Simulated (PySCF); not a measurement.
Level of theory: PBE0 in PySCF with Zr def2-TZVP with ECP28, Cl def2-TZVP; scalar-relativistic core potentials, no spin–orbit coupling; density-fitted integrals. Open shells, if any, are unrestricted.

Task: What shape and geometry does isolated singlet ZrCl₃⁺ take (every ligand bound to Zr)?

Result: Formally Zr is in oxidation state +4, d0. A d0 centre has no lone pair, yet it is C3v rather than trigonal planar: covalent bonding through the d orbitals favours lower symmetry. The polar-tensor charge on Zr, 2.28, is far below the formal one. The lowest minimum found is a singlet of C3v symmetry with Zr–Cl 2.253 Å (×3); Cl–Zr–Cl 109.0° (×3). Its harmonic wavenumbers are 94 (a1), 115 (e), 452 (a1), 483 (e) cm⁻¹ and its dipole moment is 4.15 D about the centre of mass.

Only a few start shapes were tried, so a lower isomer may exist.
